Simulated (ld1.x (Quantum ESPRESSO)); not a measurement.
**Configuration tests for germanium (Ge) (TM)**

ld1.x (Quantum ESPRESSO) 7.5 input, shortened:

```
&input
   title='Ge', zed=32., rel=1, dft='PZ', iswitch=3,
   config='[Ar] 3d10 4s1 4p3'
 /
 &inputp
   pseudotype=2, tm=.true., lloc=-1, rcloc=0.95,
   nlcc=.true., new_core_ps=.true.
 /
3
4S  1  0   1.00   0.00  1.25  1.25  0.0
4P  2  1   3.00   0.00  2.25  2.25  0.0
3D  3  2  10.00   0.00  0.90  0.90  0.0
 &test
   configts(1)='3d10 4s1 4p3'
 /
```

Energies are relative to the spin-unpolarised reference configuration 3d10 4s1 4p3; without spin polarisation the order of configurations can differ from experiment. Spin-polarised rows fill each open shell by Hund’s rule, majority spin first. The frozen-core shift is the all-electron ΔE with the core orbitals held at their reference shape minus the fully relaxed ΔE.

**Question.** Give the all-electron excitation energy and the error of the potential for: 3d10 4s2 4p2; 3d10 4s2 4p1; 3d10 4s2 4p0; 3d9 4s2 4p2; 3d10 4s2 4p1.5; 3d10 4s0 4p0; 3d10 4s2 4p2.3; 3d10 4s1 4p3 (spin-polarised); 3d10 4s2 4p2 (spin-polarised).

**Answer.**

```tsv
valence configuration	charge	ΔE all-electron (eV)	error AE − PS (meV)	frozen-core shift (meV)
3d10 4s2 4p2	0	-8.044	+1.3	-0.2
3d10 4s2 4p1	+1	-0.407	-2.9	+0.5
3d10 4s2 4p0	+2	15.308	-12	+2.3
3d9 4s2 4p2	+1	30.903	-196	+266
3d10 4s2 4p1.5	+0.5	-5.155	-1.0	+0.1
3d10 4s0 4p0	+4	97.181	-67	+27
3d10 4s2 4p2.3	-0.3	-8.971	+2.7	-0.2
3d10 4s1 4p3 (spin-polarised)	0	-2.620	+12	+2.2
3d10 4s2 4p2 (spin-polarised)	0	-8.607	+4.6	0.0
```

Levels in the configuration 3d10 4s2 4p2:

| level | all-electron (eV) | pseudo (eV) |
| --- | --- | --- |
| 3d | -29.553 | -29.510 |
| 4s | -11.949 | -11.954 |
| 4p | -4.052 | -4.057 |

A variational frozen-core shift is positive and of second order in the change. This column holds negative values, so the frozen-core run of ld1.x carries numerical noise or an error of first order here, and the column gives no more than the rough size of the effect.

Note: ghost state, extra bound levels that the all-electron valence spectrum of the same l lacks: s at -100.0 eV. A true bound ghost makes a file unfit for plane-wave use.
